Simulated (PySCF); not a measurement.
## Computed properties of C₄H₄BNO, SMILES N#CC1=CCB1O

C₄H₄BNO, SMILES N#CC1=CCB1O. Geometry optimised at PBE0-D3(BJ)/def2-SVP. This is a generated structure with no PubChem entry under its InChIKey; it may be hypothetical. One conformer was computed; it need not be the lowest. All values are computed for the isolated molecule unless a solvent is named; none is compared with measurement here.

**Structure.** The optimised structure has Cs symmetry. All 27 harmonic modes at PBE0-D3(BJ)/def2-SVP (PySCF) are real, so it is a minimum. With heavy atoms numbered as in [N:1]#[C:2][C:3]1=[CH:4][CH2:5][B:6]1[OH:7], the shortest bond between them is N1–C2 at 1.161 Å and the longest C5–B6 at 1.611 Å.

**Vibrations.** The strongest infrared lines (harmonic, unscaled, degenerate partners summed) lie at 1525 cm⁻¹ (424 km/mol, B 66 %, O 19 %, C 12 %), 3903 cm⁻¹ (128 km/mol, H 94 %), 584 cm⁻¹ (115 km/mol, H 70 %, C 16 %, O 10 %). The softest mode is at 94 cm⁻¹ and the zero-point energy is 48.5 kcal/mol.

**Electronic structure.** CAM-B3LYP/def2-TZVP (PySCF) places the frontier levels at -9.31 and -0.69 eV, a gap of 8.62 eV, and gives a dipole moment of 6.03 D and a mean polarisability of 65.3 bohr³. PBE/def2-TZVP (PySCF) at the same geometry gives -6.97 and -2.81 eV, so its gap is 4.46 eV narrower. An orbital gap is neither the optical nor the fundamental gap.

**Excitations.** TDDFT-CAM-B3LYP/def2-SVPD (PySCF) has S1 at 5.60 eV (221 nm, f = 0.000, dark); the most intense of the 10 singlets computed lies at 5.72 eV (f = 0.18). T1 (TDA) is at 3.55 eV. TDDFT-PBE/def2-SVPD (PySCF) puts S1 at 4.72 eV. No vertical singlet excitation falls in the visible range (under 3.1 eV).

**NMR.** GIAO shifts at PBE0/pcSseg-1 (PySCF) (non-relativistic, atoms alike by connectivity averaged): ¹³C from 27.5 to 189.8 ppm against TMS; ¹H from 2.0 to 8.8 ppm against TMS; ¹¹B at 29.9 ppm against BF3.
